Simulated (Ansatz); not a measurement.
CH$_{8}$BFSi$_{2}$ (`B[Si](C)(F)[SiH3]`) from Hartree–Fock to CCSD(T)

Z-matrix (Å, degrees):
```
Si
C 1 1.870
F 1 1.616 2 107.5
B 1 1.990 2 114.7 3 126.4
Si 1 2.364 2 109.7 3 -116.3
H 2 1.092 1 110.8 3 58.0
H 2 1.093 1 110.0 3 178.0
H 2 1.093 1 111.0 3 -62.3
H 4 1.195 1 123.6 2 -135.5
H 4 1.198 1 118.6 2 50.1
H 5 1.489 1 109.8 2 61.9
H 5 1.489 1 109.4 2 -57.2
H 5 1.488 1 111.9 2 -177.3
```

Total charge 0; spin multiplicity 1. The geometry is a stationary point of PBE0-D4/def2-TZVP. Frozen core, restricted reference, Ansatz 0.2.0. CBS rows extrapolate triple and quadruple zeta; past MP2 they add the triple-zeta difference.

```json
{"basis": "def2-TZVPP", "HF (Eh)": "-744.64271", "MP2 corr.": "-0.77258"}
{"basis": "def2-QZVPP", "HF (Eh)": "-744.66864", "MP2 corr.": "-0.83322"}
```

(1) Estimate the CCSD correlation energy and the (T) correction in each basis where they were run (hartree).

Answers

(1) 
```csv
basis,CCSD corr.,(T)
def2-TZVPP,-0.83744,-0.02823
CBS(def2),-0.94301,as TZ
```
